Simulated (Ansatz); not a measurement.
The same path of B2H4OZn (8 atoms, charge 0, multiplicity 1) was run twice with different band settings.

Theory: RKS PBE0/def2-SVPD in Ansatz 0.2.0.

Relaxed end points:

```xyz
8
Properties=species:S:1:pos:R:3
B -0.261 1.658 -0.778
O -0.455 0.540 -0.018
B 0.391 -0.547 0.052
Zn -0.120 -2.146 1.297
H 0.728 1.747 -1.466
H -1.103 2.520 -0.727
H 1.396 -0.482 -0.636
H -0.485 -3.348 2.220
```

```xyz
8
Properties=species:S:1:pos:R:3
B -0.103 1.800 -0.486
O 0.082 0.482 -0.420
B 0.291 -0.842 -0.418
Zn -0.120 -2.024 1.256
H 0.803 2.528 -0.158
H -1.173 2.216 -0.860
H 0.732 -1.290 -1.461
H -0.421 -2.927 2.491
```

Common settings: movable images 9; climbing image yes; optimiser quadratic models (default); start path IDPP; force threshold 0.05 eV/Å; end points relaxed.

| run | spring | iteration limit |
| --- | --- | --- |
| 1 | 5.0 eV/Å² | 49 |
| 2 | 20.0 eV/Å² | 60 |

(1) What does each run give, and how far can it be trusted?

## Answers

(1) Run 1: converged after 10 iterations, highest image 0.017 eV above the first end. A vibrational analysis at the climbing image gives one clearly imaginary mode, 162i cm⁻¹: a first-order saddle point.
Run 2: converged after 9 iterations, highest image 0.017 eV above the first end. Another band between the same ends (9 images) ends at a top of the same energy, where a vibrational analysis finds 1 clearly imaginary mode.
